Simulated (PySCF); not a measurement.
# A ladder of Hamiltonians for Ge²²⁺ (germanium, charge +22)

Occupied: 1s1/2, 2s1/2, 2p1/2, 2p3/2. Hartree-Fock calculated with PySCF 2.14 in an uncontracted even-tempered set (20 s from 1.9 bohr⁻², ratio 2.3; 14 p from 2.3 bohr⁻², ratio 2.3), Gaussian nucleus throughout. NR is non-relativistic, sf-X2C the spin-free one-electron X2C Hamiltonian, X2C adds the bare one-electron spin-orbit term, X2C-SNSO screens it by Boettger's factors, DC is four-component Dirac-Coulomb, and the Gaunt and Breit terms are added at first order (total energies over the DC spinors, levels after relaxing the spinors in that mean field). QED terms are absent. Levels marked empty are virtual spinors of this ion.

| Hamiltonian | E (hartree) | E − E(DC) (hartree) | CPU seconds |
| --- | --- | --- | --- |
| NR | -1782.9914 | 21.0492 | 0.25 |
| sf-X2C | -1803.6514 | 0.3892 | 0.14 |
| X2C | -1803.7335 | 0.3071 | 0.18 |
| X2C-SNSO | -1803.7234 | 0.3172 | 0.18 |
| DC | -1804.0406 | 0.0000 | 8.5 |
| DC+Gaunt | -1803.1011 | 0.9395 | 16 |
| DC+Breit | -1803.1805 | 0.8601 | 53 |

```json
{"level (eV)": "1s1/2", "NR": "-11996.4", "sf-X2C": "-12153.5", "X2C": "-12153.3", "X2C-SNSO": "-12153.3", "DC": "-12159.5", "DC+Gaunt": "-12144.0", "DC+Breit": "-12144.9"}
{"level (eV)": "2s1/2", "NR": "-2331.6", "sf-X2C": "-2370.9", "X2C": "-2370.8", "X2C-SNSO": "-2370.8", "DC": "-2371.5", "DC+Gaunt": "-2370.1", "DC+Breit": "-2370.2"}
{"level (eV)": "2p1/2", "NR": "-2180.5", "sf-X2C": "-2191.8", "X2C": "-2216.1", "X2C-SNSO": "-2214.5", "DC": "-2214.7", "DC+Gaunt": "-2212.3", "DC+Breit": "-2212.6"}
{"level (eV)": "2p3/2", "NR": "-2180.5", "sf-X2C": "-2191.8", "X2C": "-2180.1", "X2C-SNSO": "-2180.8", "DC": "-2181.3", "DC+Gaunt": "-2179.6", "DC+Breit": "-2179.8"}
{"level (eV)": "3s1/2 (empty)", "NR": "-869.34", "sf-X2C": "-879.99", "X2C": "-879.98", "X2C-SNSO": "-879.98", "DC": "-880.11", "DC+Gaunt": "-879.79", "DC+Breit": "-879.83"}
{"level (eV)": "3p1/2 (empty)", "NR": "-823.24", "sf-X2C": "-827.41", "X2C": "-832.83", "X2C-SNSO": "-832.48", "DC": "-832.51", "DC+Gaunt": "-831.97", "DC+Breit": "-832.05"}
{"level (eV)": "3p3/2 (empty)", "NR": "-823.24", "sf-X2C": "-827.41", "X2C": "-824.81", "X2C-SNSO": "-824.97", "DC": "-825.05", "DC+Gaunt": "-824.68", "DC+Breit": "-824.76"}
```

```json
{"interval (eV)": "2p3/2 − 2p1/2", "X2C": "35.97", "X2C-SNSO": "33.69", "DC": "33.44", "DC+Gaunt": "32.74", "DC+Breit": "32.74"}
{"interval (eV)": "3p3/2 − 3p1/2", "X2C": "8.012", "X2C-SNSO": "7.504", "DC": "7.463", "DC+Gaunt": "7.293", "DC+Breit": "7.293"}
```

Weight of the small component: 1s1/2 0.0134, 2s1/2 0.00271, 2p1/2 0.00266, 2p3/2 0.00262, 3s1/2 0.000922, 3p1/2 0.000899, 3p3/2 0.000889.

Koopmans' value for the highest occupied level at DC+Breit: 2179.8 eV, against an ionisation energy of 2178.2 ± 0.4 eV (measured; NIST Atomic Spectra Database, ionization energies); the former lacks relaxation, correlation, QED and recoil.

The whole ladder took 80 s of wall time on 1 thread of Intel(R) Xeon(R) 6975P-C (shared host), launched as `OMP_NUM_THREADS=1 python relrun2.py TASK.json OUT` (a driver that calls PySCF for each Hamiltonian).

Dirac-Coulomb iterations, started from the X2C spinors:

```
with_ssss True, with_gaunt False, with_breit False
light speed = 137.03599967994
init E= -1802.23106918353
cycle= 1 E= -1804.04055015085  delta_E= -1.81  |g|= 0.279  |ddm|= 0.023
cycle= 2 E= -1804.04059701595  delta_E= -4.69e-05  |g|= 0.00492  |ddm|= 0.00154
cycle= 3 E= -1804.04059719181  delta_E= -1.76e-07  |g|= 0.000327  |ddm|= 0.000129
cycle= 4 E= -1804.04059719262  delta_E= -8.14e-10  |g|= 1.56e-06  |ddm|= 7.43e-06
```
